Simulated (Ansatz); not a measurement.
These are frozen-core CCSD(T)/cc-pVTZ // PBE-D3(BJ)/def2-TZVP in Ansatz (an electronic-structure program) values and carry that method's errors.

Ansatz 0.2 input:
```yaml
crystal:
  periodic: [false, false, false]
  atoms:
    - { symbol: N, position_ang: [-0.728834, -0.08907, -0.01735] }
    - { symbol: C, position_ang: [0.591636, 0.174985, -0.003087] }
    - { symbol: S, position_ang: [1.789803, -0.922376, 0.233067] }
    - { symbol: H, position_ang: [-1.043567, -1.044669, 0.128303] }
    - { symbol: H, position_ang: [-1.417078, 0.640498, -0.169555] }
    - { symbol: H, position_ang: [0.80804, 1.240633, -0.171377] }
basis:
  gaussian: { orbitals: cc-pVTZ }
correlation:
  method: ccsd_t
```

Output:

```
Functional definition: HF
781 factors; integrals over basis functions are off by at most 1.2e-3 eV
mean field evaluation 1: about -13376.5775 eV, gradient 2.5e1 eV
mean field evaluation 2: about -13376.5834 eV, gradient 2.5e1 eV
mean field evaluation 4: about -13378.1634 eV, gradient 3.1e0 eV
mean field evaluation 8: about -13378.1972 eV, gradient 4.5e-4 eV
mean field evaluation 16: about -13378.1909 eV, gradient 2.4e-1 eV
mean field -13378.19715561 eV, -491.6396774010 hartree, gradient 3.1e-6 eV, S^2 0.000000; 0 other end points of the search recorded, 0 dependent functions left out
7 core orbitals not correlated
reference -13378.19715561 eV, -491.6396774010 hartree; 9, 9 occupied and 120, 120 virtual orbitals, 781 factors
second order -14.80858215 eV of doubles, -0.00000000 eV of singles
cycle   1  -14.97582519 eV  change   -1.7e-1 eV  update   1.0e-1
cycle   2  -15.37292090 eV  change   -4.0e-1 eV  update   3.1e-2
cycle   3  -15.48061281 eV  change   -1.1e-1 eV  update   1.9e-2
cycle   4  -15.46811847 eV  change    1.2e-2 eV  update   6.3e-3
cycle   5  -15.46622023 eV  change    1.9e-3 eV  update   3.1e-3
cycle   6  -15.46691397 eV  change   -6.9e-4 eV  update   9.2e-4
cycle   7  -15.46647160 eV  change    4.4e-4 eV  update   4.8e-4
cycle   8  -15.46653589 eV  change   -6.4e-5 eV  update   1.9e-4
cycle   9  -15.46661329 eV  change   -7.7e-5 eV  update   7.3e-5
cycle  10  -15.46659533 eV  change    1.8e-5 eV  update   2.6e-5
cycle  11  -15.46660539 eV  change   -1.0e-5 eV  update   7.4e-6
perturbative correction -0.75680681 eV, -0.0278121372 hartree
Total energy: -13394.42056781 eV, -492.2358768026 hartree
```

Cost: about 15 core-seconds (a rough figure).
